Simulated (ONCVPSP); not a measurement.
**Building the ONCV potential for Re (LDA (Perdew-Wang 92), fully relativistic).**

Re, optimised norm-conserving Vanderbilt (ONCV), made with ONCVPSP 4.0.1 (LDA (Perdew-Wang 92), fully relativistic). Core [Kr] 4d10 4f14, reference 5s2 5p6 5d5 6s1.5 (charge +0.5). Waves: 5s+6s: rc 1.80 bohr, ncon 3, nbas 7, qcut 6.6 1/bohr, 2 projectors; 5p: rc 1.30 bohr, ncon 4, nbas 7, qcut 7.2 1/bohr, 2 projectors, debl 2.1 Ha; 5d: rc 2.15 bohr, ncon 4, nbas 8, qcut 5.9 1/bohr, 2 projectors, debl 1.7 Ha. Local part: polynomial inside 0.90 bohr (lpopt 5, dvloc0 2 Ha). Core correction: polynomial model core, fcfact 0.75.

Open shells are filled in proportion to 2j + 1.

All-electron outer shells of the reference configuration (LDA (PZ), scalar-relativistic, ld1.x):

```csv
shell,level (eV),outermost node (bohr),outermost maximum (bohr)
5s,-89.28,0.52,0.93
5p,-50.99,0.56,1.06
4f,-46.37,–,0.41
6s,-9.49,1.24,2.51
5d,-9.26,0.62,1.43
```

Calculated quality:

```json
{"Cutoffs needed": "45 Ha and 85 Ha (the cutoffs (Ha) at which the residual kinetic energy of the hardest occupied pseudo-wave falls to 1 and 0.1 mHa per electron)", "Ghost test": "ghosts flagged at negative energy: s at -69.6 eV, d3/2 at -347.9 eV; GHOST(+) flagged for p3/2 at 215.7 eV, p1/2 at 292.3 eV, d5/2 at 588.3 eV; a true bound ghost makes a file unfit for plane-wave use", "Largest excitation error": "-5.9 meV (all-electron minus pseudo) for 5s2 5p6 5d5 6s0, out of 4 test configurations", "rms error of d²Exc/dni dnj": "10.55 mHa without and 2.10 mHa with the model core"}
```

Generation and tests took about 7.9 s on one core of a shared server CPU.
